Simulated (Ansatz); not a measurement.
CH$_{6}$GaInO, SMILES `[CH3][In]([OH])[GaH2]`, one more setting.

```yaml
crystal:
  periodic: [false, false, false]
  atoms:
    - {symbol: C, position_ang: [0.703753, 1.958903, 0.222992]}
    - {symbol: In, position_ang: [-0.124890, -0.022389, 0.227319]}
    - {symbol: O, position_ang: [-1.087637, -0.228204, 1.977081]}
    - {symbol: Ga, position_ang: [-0.165463, -2.079273, -1.397854]}
    - {symbol: H, position_ang: [0.394487, 2.462204, 1.139412]}
    - {symbol: H, position_ang: [0.351560, 2.525416, -0.640569]}
    - {symbol: H, position_ang: [1.793743, 1.917823, 0.183181]}
    - {symbol: H, position_ang: [-1.509219, -1.079042, 2.109928]}
    - {symbol: H, position_ang: [-1.306063, -2.261981, -2.471657]}
    - {symbol: H, position_ang: [0.949738, -3.193466, -1.349833]}
basis:
  gaussian: {orbitals: x2c-TZVPPall, point_charges: [{charge: 1.00, position_ang: [6.459, -0.602, -0.981]}]}
hamiltonian: {xc: {name: PBE0-DH}}
output: {forces: true}
```

```sh
$ ansatz run in.yaml --threads 2 --pin off --events-out ev --progress --plain --max-ram 31744MiB --backend cpu
```

It prints (some lines left out):

```
Functional definition: PBE0-DH
1753 factors; integrals over basis functions are off by at most 1.1e-3 eV
mean field evaluation 1: about -216070.2870 eV, gradient 6.9e1 eV
mean field evaluation 2: about -216070.3270 eV, gradient 6.9e1 eV
mean field evaluation 4: about -216078.7747 eV, gradient 2.2e1 eV
mean field evaluation 8: about -216079.8308 eV, gradient 1.4e0 eV
mean field evaluation 16: about -216079.8349 eV, gradient 1.1e-3 eV
mean field -216079.83494825 eV, -7940.7874701756 hartree, gradient 4.1e-6 eV, S^2 0.000000; 0 other end points of the search recorded, 0 dependent functions left out
29 core orbitals not correlated: weight in the atoms' cores, before any rotation towards them, 1.000 or more for the frozen orbitals, at most 0.000 for the correlated occupied ones
reference -216079.83497397 eV, -7940.7874711208 hartree; 21, 21 occupied and 204, 204 virtual orbitals, 1753 factors
second order -32.71551312 eV of doubles, -0.00000000 eV of singles
Total energy: -216083.92441311 eV, -7940.9377552372 hartree
Relativity: scalar
Atom 0 at     0.703753     1.958903     0.222992 Å, force     0.030449     0.010539    -0.011097 eV/Å
Atom 1 at    -0.124890    -0.022389     0.227319 Å, force    -0.257426    -0.024975     0.209120 eV/Å
Atom 2 at    -1.087637    -0.228204     1.977081 Å, force     0.085765    -0.259072    -0.257276 eV/Å
Atom 3 at    -0.165463    -2.079273    -1.397854 Å, force    -0.143827    -0.112886    -0.140117 eV/Å
Atom 4 at     0.394487     2.462204     1.139412 Å, force     0.059229    -0.073632    -0.132097 eV/Å
Atom 5 at     0.351560     2.525416    -0.640569 Å, force     0.053733    -0.077015     0.121381 eV/Å
Atom 6 at     1.793743     1.917823     0.183181 Å, force    -0.104058     0.060930     0.015394 eV/Å
Atom 7 at    -1.509219    -1.079042     2.109928 Å, force     0.101928     0.278780    -0.020212 eV/Å
Atom 8 at    -1.306063    -2.261981    -2.471657 Å, force     0.250848     0.034710     0.230158 eV/Å
Atom 9 at     0.949738    -3.193466    -1.349833 Å, force    -0.089523     0.167148    -0.021330 eV/Å
Dipole moment:    -0.095455    -0.130857    -0.333539 e Å
```

It took 32 s on 2 threads of an AMD EPYC 7R13 on a shared host, with 0.96 GiB of host memory at the peak.
